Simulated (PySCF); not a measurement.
C2H11ClO2Si3. Atoms are numbered in the order given.

```xyz
19

Si    -1.6079    -1.3493     1.4438
O     -1.3910     0.0971     0.6635
Si    -0.7889     0.9065    -0.6520
C     -1.6026     2.5694    -0.7491
C     -0.9685    -0.1326    -2.1841
O      0.8474     1.1657    -0.3820
Si     2.0811     0.4058     0.3839
Cl     1.8912    -1.6490     0.1183
H     -1.5467    -2.4884     0.4793
H     -2.9509    -1.3328     2.0932
H     -0.5614    -1.5250     2.4919
H     -2.6822     2.4668    -0.9377
H     -1.1655     3.1733    -1.5588
H     -1.4701     3.1142     0.1977
H     -0.4227    -1.0812    -2.0642
H     -2.0249    -0.3641    -2.3901
H     -0.5540     0.3892    -3.0605
H      2.0532     0.6528     1.8486
H      3.3684     0.8210    -0.2250
```

Geometry optimised at PBE0-D3(BJ)/def2-SVP. This is a generated structure with no PubChem entry under its InChIKey; it may be hypothetical. One conformer was computed; it need not be the lowest.

All values below come from PySCF with B3LYP/def2-SVP.

ESP charges are fitted to the potential on shells at 1.4 to 2.0 van der Waals radii. Atomic charges (e):

```
atom  ESP fit  Löwdin    IAO
----  -------  ------  -----
Si1      0.46    0.50   0.87
O2      -0.49   -0.35  -0.86
Si3      1.03    0.64   1.45
C4      -0.70   -0.25  -0.72
C5      -0.66   -0.26  -0.73
O6      -0.45   -0.34  -0.86
Si7      0.41    0.45   1.02
Cl8     -0.18   -0.08  -0.33
H9      -0.09   -0.11  -0.15
H10     -0.10   -0.11  -0.15
H11     -0.10   -0.11  -0.15
H12      0.16    0.04   0.15
H13      0.16    0.04   0.15
H14      0.17    0.04   0.15
H15      0.15    0.04   0.15
H16      0.16    0.04   0.15
H17      0.15    0.04   0.15
H18     -0.05   -0.11  -0.15
H19     -0.05   -0.10  -0.14
```

Computed Mayer and Wiberg (Löwdin basis) orders of the bonds:
```
bond     Mayer  Wiberg
-------  -----  ------
Si1–O2    1.03    1.24
O2–Si3    1.03    1.22
Si3–C4    1.00    1.01
Si3–C5    1.01    1.01
Si3–O6    0.97    1.15
O6–Si7    1.11    1.31
Si7–Cl8   1.01    1.27
Si1–H9    0.93    0.96
Si1–H10   0.92    0.97
Si1–H11   0.93    0.97
C4–H12    0.96    0.96
C4–H13    0.96    0.96
C4–H14    0.96    0.96
C5–H15    0.95    0.96
C5–H16    0.95    0.96
C5–H17    0.96    0.96
Si7–H18   0.92    0.95
Si7–H19   0.92    0.95
```
